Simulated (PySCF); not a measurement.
Mg⁺ (magnesium, charge +1) across methods

[Ne] 3s1, 2S determinant. Computed with PySCF 2.14 in aug-cc-pCVQZ, with no relativity, point nucleus.

| method | E (hartree) | mean ε 2p α (eV) | mean ε 2p β (eV) | mean ε 3s α (eV) | Σ⟨r²⟩ (bohr²) | ⟨S²⟩ |
| --- | --- | --- | --- | --- | --- | --- |
| wB97X-V | -199.7605 | -61.985 | -61.860 | -14.631 | 13.84 | 0.750 |
| PBE | -199.6744 | -55.686 | -55.516 | -11.897 | 13.72 | 0.750 |
| PBE0 | -199.6929 | -59.773 | -59.606 | -12.705 | 13.74 | 0.750 |
| MN15 | -199.7377 | -60.881 | -60.793 | -12.797 | 14.12 | 0.750 |
| r2SCAN | -199.7724 | -57.083 | -56.951 | -12.058 | 13.70 | 0.750 |
| LDA | -198.8548 | -55.817 | -55.662 | -11.983 | 13.62 | 0.750 |
| PBEsol | -199.2399 | -55.581 | -55.424 | -11.865 | 13.70 | 0.750 |
| UHF | -199.37149 | -70.915 | -70.744 | -14.738 | 14.00 | 0.750 |
